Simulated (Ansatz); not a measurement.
`C#C[SiH2][AlH2]` + `NCF` → `FC[NH][AlH2]` + `C#C[SiH3]` at 600 K and 1 bar (cleavage of the Al–Si bond).

Isolated molecules relaxed with PBE0-D4/def2-TZVP in Ansatz; ΔE leaves out vibrations. CBS: MP2 limit from def2 TZ/QZ plus the TZ coupled-cluster correction, frozen cores. One conformer a species, not always the lowest.

```
          species  CCSD(T)/CBS energy (Eh)  H − E (kJ/mol)  S (J/(mol·K))
`C#C[SiH2][AlH2]`               -610.12048           189.9          439.8
            `NCF`               -194.94856           185.7          307.7
   `FC[NH][AlH2]`               -437.58340           211.6          388.8
      `C#C[SiH3]`               -367.52081           155.9          329.9
```

H − E and S are ideal-gas, rigid-rotor, harmonic terms from PBE0-D4/def2-TZVP, for one conformer and one mirror image of each species. 1 Eh = 2625.50 kJ/mol, R = 8.31446 J/(mol·K).

Q: By hand: ΔE, ΔH, ΔS and ΔG.

A: ΔE = (-437.58340) + (-367.52081) − (-610.12048) − (-194.94856) = -0.03517 Eh = -92.3 kJ/mol. Δ(H − E) = 211.6 + 155.9 − 189.9 − 185.7 = -8.1, so ΔH = -100.4 kJ/mol. ΔS = 388.8 + 329.9 − 439.8 − 307.7 = -28.8 J/(mol·K). ΔG = -100.4 − 600 × (-28.8)/1000 = -83.1 kJ/mol.

Q: By hand: the equilibrium constant, and the temperature at which ΔG would vanish if ΔH and ΔS stayed fixed.

A: log₁₀ K = −ΔG/(RT ln 10) = 7.2. ΔG = 0 at ΔH/ΔS = 3486 K, far beyond where these terms or the molecules hold.

ΔH outweighs TΔS. A doubt of 5 kJ/mol in ΔE shifts log₁₀ K by 0.4 here. Other conformers and mirror images would add mixing entropy, several J/(mol·K) or more a flexible species. Modes under 60 cm⁻¹, often nearly free rotors, make the harmonic entropy too high. These are equilibria of isolated gas molecules and say nothing of rates. Largest T1 diagnostic: 0.013 (customary marks: 0.02 for closed shells, 0.045 for open ones).
